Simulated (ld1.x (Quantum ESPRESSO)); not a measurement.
## Before and after: RRKJ potential for V

| Quantity | Value |
| --- | --- |
| Element | vanadium (V) |
| Generator | ld1.x (Quantum ESPRESSO) 7.5 |
| Type | norm-conserving RRKJ (Kleinman–Bylander form) |
| Functional | PBE |
| Relativity | scalar-relativistic |
| Frozen core | [Ne] |
| Valence charge | 13 |
| Reference configuration | 3s2 3p6 3d3 4s1 4p0 (charge +1) |
| Partial waves | 3s (bound): rc 1.15 bohr; 3d (bound): rc 2.40 bohr; 3p (bound): rc 1.25 bohr |
| Local potential | the p channel |
| Core correction | none |

Occupied shells without a wave of their own: 4s. They enter only through the test configuration that unscreens the potential.

All-electron outer shells of the reference configuration (PBE, scalar-relativistic, ld1.x):

```tsv
shell	level (eV)	outermost node (bohr)	outermost maximum (bohr)
2p	-510.70	–	0.21
3s	-77.83	0.38	0.82
3p	-51.65	0.35	0.84
3d	-12.63	–	0.90
4s	-10.90	1.17	2.59
4p	-6.83	1.29	3.20
```

Change: wave 3s (bound): rc 1.15 bohr becomes 3s (bound): rc 1.72 bohr.

Cutoffs: the cutoffs (Ry, on a coarse ladder) from which the occupation-weighted sum of valence levels, in a spherical-Bessel basis at the reference potential, stays within 10 and 1 mRy of its value at 400 Ry; they do not see the model core or the augmentation charge, which bear on the density cutoff. Errors are all-electron minus pseudo energies relative to the spin-unpolarised reference configuration.

Problem. How do hardness, ghosts and transferability respond?

Solution. The potential gets softer (80 Ry and 120 Ry → 50 Ry and 90 Ry); the miss of the reference levels goes from 0.06 to 0.65 eV; of the 7 tests that both files solve, the error grows in 7 and shrinks in 0 by more than 15 % and 0.3 meV (median size 91.5 → 718.3 meV); the range in which the s phases agree narrows (upper end 4.4 → -1.5); neither file shows a bound ghost. A larger radius leaves more room for a smooth pseudo-wave, so fewer plane waves are needed. More of the atom is replaced by a form fitted at one configuration, so other configurations suffer.

| quantity | base | changed |
| --- | --- | --- |
| cutoff, loose | 80 Ry | 50 Ry |
| cutoff, tight | 120 Ry | 90 Ry |
| loose cutoff by channel (10 mRy a level) | s 70 Ry, d 30 Ry, p 40 Ry | s 18 Ry, d 30 Ry, p 40 Ry |
| bound ghosts | none | none |
| largest miss of a reference level, eV | 0.06 | 0.65 |
| error for 3s2 3p6 3d3 4s2 4p0, meV [ΔE -7.73 eV] | +46 | +486 |
| error for 3s2 3p6 3d3 4s0 4p0, meV [ΔE 14.30 eV] | -91 | -882 |
| error for 3s2 3p6 3d2 4s0 4p0, meV [ΔE 43.19 eV] | +150 | -1064 |
| error for 3s2 3p6 3d3 4s1.5 4p0, meV [ΔE -4.64 eV] | +26 | +281 |
| error for 3s2 3p6 3d2 4s2 4p0, meV [ΔE 3.24 eV] | +411 | +1178 |
| error for 3s2 3p5 3d3 4s2 4p0, meV [ΔE 43.21 eV] | -297 | +718 |
| error for 3s2 3p6 3d3.5 4s1.5 4p0, meV [ΔE -7.68 eV] | +29 | +225 |
| s: phases at 2.61 bohr within 0.05 rad from the reference energy up to (Ry; the scan ends near 5) | 4.4 | -1.5 |
| p: phases at 2.61 bohr within 0.05 rad from the reference energy up to (Ry; the scan ends near 5) | to the end of the scan | to the end of the scan |
| d: phases at 2.61 bohr within 0.05 rad from the reference energy up to (Ry; the scan ends near 5) | 0.2 | 0.2 |

Base: The 4s level has no wave, so the channel is fitted at the deeper level alone: the likely source of the large errors. Changed file: The 4s level has no wave, so the channel is fitted at the deeper level alone: the likely source of the large errors.
